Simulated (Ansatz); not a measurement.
Born–Oppenheimer molecular dynamics of CH$_{7}$F$_{2}$NOSi (13 atoms, charge 0, multiplicity 1). It starts from a rough guess of a transition structure, not a stationary point.

All numbers below come from Ansatz, UKS B3LYP-D4/STO-3G.

- ensemble: NVE (velocity Verlet)
- time step: 0.5 fs
- steps asked: 150
- starting velocities drawn for: 1000 K
- seed: 6235

First frame:

```xyz
13
Properties=species:S:1:pos:R:3
Si -1.056 0.522 0.666
N -0.183 -1.363 1.088
F -1.641 0.533 -0.819
F -2.454 0.122 1.387
H -0.672 1.684 1.408
H 0.786 -0.730 0.411
O 0.875 0.450 -0.071
C 1.193 0.583 -1.427
H -0.654 -2.140 0.650
H -0.043 -1.550 2.067
H 2.272 0.448 -1.554
H 0.659 -0.146 -2.043
H 0.917 1.586 -1.762
```

Question: How far do the bonds stretch over the last three quarters of this one trajectory? (Pairs bonded in most of those frames.)

Answer: 
```
  bond  mean (Å)  spread (Å)  shortest  longest
Si1–N2     1.849       0.025      1.81     1.89
Si1–F3     1.655       0.080      1.54     1.78
Si1–F4     1.674       0.068      1.55     1.76
Si1–H5     1.471       0.039      1.41     1.53
Si1–O7     2.063       0.043      1.98     2.20
 N2–H9     1.058       0.036      0.98     1.14
N2–H10     1.069       0.086      0.94     1.20
 H6–O7     1.106       0.074      0.97     1.24
 O7–C8     1.475       0.069      1.38     1.58
C8–H11     1.113       0.038      1.05     1.17
C8–H12     1.113       0.029      1.07     1.16
C8–H13     1.116       0.026      1.06     1.17
```

Mean temperature of the second half: 809 K. The conserved energy stayed within 1.1 meV per atom of its start (net change 0.66 meV per atom), so the integration is sound. A run of 0.075 ps of so small a system gives no equilibrium averages. The orbitals stay closed-shell, which can raise the energy where a bond breaks towards radicals; this wasn't checked here. Limits of this set-up: minimal basis.

The run took 13 min on 1 thread of Arm Neoverse V1 (shared host), peak memory 0.16 GiB.
